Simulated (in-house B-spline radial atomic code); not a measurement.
A fraction x of an electron is removed from 2p in the argon ion Ar⁵⁺, starting from [Ne] 3s2 3p1 and keeping the highest spin. Level of theory: scalar-relativistic (X2C) AM05, spin-polarised, spherical fractional occupations, Fermi nucleus of rms radius 3.4274 fm; calculated with an all-electron radial atomic-structure program (B-spline basis).

```json
{"x": "0", "E(x) - E(0) (eV)": "0.0000", "2p down level (eV)": "-319.244"}
{"x": "0.2", "E(x) - E(0) (eV)": "64.8431", "2p down level (eV)": "-329.203"}
{"x": "0.31", "E(x) - E(0) (eV)": "101.3586", "2p down level (eV)": "-334.720"}
{"x": "0.46", "E(x) - E(0) (eV)": "152.1334", "2p down level (eV)": "-342.286"}
{"x": "0.5", "E(x) - E(0) (eV)": "?", "2p down level (eV)": "?"}
{"x": "0.59", "E(x) - E(0) (eV)": "197.0590", "2p down level (eV)": "-348.882"}
{"x": "0.64", "E(x) - E(0) (eV)": "214.5667", "2p down level (eV)": "-351.429"}
{"x": "0.76", "E(x) - E(0) (eV)": "257.1058", "2p down level (eV)": "-357.561"}
{"x": "0.97", "E(x) - E(0) (eV)": "?", "2p down level (eV)": "?"}
{"x": "1", "E(x) - E(0) (eV)": "344.3999", "2p down level (eV)": "-369.908"}
```

**Question.** What belongs in the row x = 0.5?

**Answer.** An energy change of 165.8654 eV; 2p down at -344.312 eV.

**Question.** What belongs in the row x = 0.97?

**Answer.** An energy change of 333.3259 eV; 2p down at -368.358 eV.

**Question.** Check Janak's theorem between x = 0.2 and 0.31.

**Answer.** The slope of the energy is 331.96 eV; the orbital levels give 331.96 eV (-ε of the emptying orbital, averaged over the two points).
